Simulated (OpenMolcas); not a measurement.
# Lines of Rh²⁺: computed and rescaled rates

* Program: OpenMolcas
* Method: CASSCF
* Basis: ANO-R3 [8s6p5d3f2g1h]
* Scalar Hamiltonian: X2C, finite nucleus
* Active space: 7 electrons in 5 orbitals (4d)
* State averaging: 2S+1 = 4 even, 10 roots; 2S+1 = 2 even, 40 roots
* Spin-orbit coupling: RASSI with atomic mean-field integrals over the reference wave functions, term energies averaged over their components

Rates come from the transition moments of the reference wave functions (E1 and E2 in the length form). At fixed line strength A goes as λ^-3 for E1 and M1 and as λ^-5 for E2, so a rate at the computed wavelength can be rescaled to the measured one. Measured vacuum wavelengths follow from level energies in the list in Shadmi, J. Res. Natl. Bur. Stand. 70A, 435 (1966). Branching counts decays inside the model space alone, at computed energies, and the table is only a selection of the E2 and M1 lines, drawn from those between levels with measured partners whose computed energy lies within a factor of 1.5 of the measured one.

| Upper | Lower | Type | λ computed (nm) | λ measured (nm) | A computed (s-1) | A rescaled (s-1) | Branching % |
| --- | --- | --- | --- | --- | --- | --- | --- |
| 4d7 4F 7/2 | 4d7 4F 9/2 | M1 | 4750 | 4656 | 3.13e-01 | 3.32e-01 | 100.0 |
| 4d7 4P 5/2 | 4d7 4F 9/2 | E2 | 667.8 | 904 | 1.60e-01 | 3.52e-02 | 58.2 |
| 4d7 4F 5/2 | 4d7 4F 7/2 | M1 | 7216 | 7474 | 1.52e-01 | 1.37e-01 | 100.0 |
| 4d7 4P 5/2 | 4d7 4F 7/2 | M1 | 777 | 1122 | 5.90e-02 |  | 21.5 |
| 4d7 4P 3/2 | 4d7 4F 7/2 | E2 | 773.4 | 1130 | 4.56e-02 | 6.85e-03 | 32.6 |
| 4d7 4F 3/2 | 4d7 4F 5/2 | M1 | 11220 | 11960 | 4.54e-02 | 3.75e-02 | 100.0 |
| 4d7 4P 5/2 | 4d7 4F 7/2 | E2 | 777 | 1122 | 2.43e-02 | 3.87e-03 | 8.9 |

Spin-changing lines and M1 lines between different terms are not rescaled, since their strength hangs on the term gaps too.

The largest correction is for 4d7 4P 3/2 → 4d7 4F 7/2 (E2): 4.56e-02 × (773.4 / 1130)^5 = 6.85e-03 s-1, a factor of 0.15.

The computed rate and branching of 4d7 4F 7/2 → 4d7 4F 9/2 give the upper level a radiative lifetime of 1.000 / 3.13e-01 s-1 = 3.19e+00 s, counting decays inside the model space alone. The rescaled rate gives about 3.0e+00 s.

The computed order of these levels differs from the measured one in 1 place, and where term gaps are wrong the rates of spin-changing lines can be off by large factors.

These are rates of the free ion; in crystals, glasses and complexes forced electric-dipole and non-radiative decay shorten such lifetimes by orders of magnitude. No measured rate stands beside these. Rescaling mends the energy factor alone: line strengths can still be far off where a level mixes with configurations outside the active space, and weak or spin-changing lines hang on small mixing coefficients that depend on the term gaps too, so rescaling need not improve them.

Levels of configurations with an s electron are missing; early in the row they begin among the upper levels of the d shell and mix with terms of their name. Without dynamic correlation excited terms often stand tens of per cent too high (terms of higher spin than the ground term too low), and those without a measured partner can miss by more than the paired ones. Measured partners are found by configuration, term and J. A level has none where our copy of the source lacks it or the pairing is in doubt (some pairs that miss far off the trend of their configuration count as doubtful). Levels of configurations outside the active space are missing.
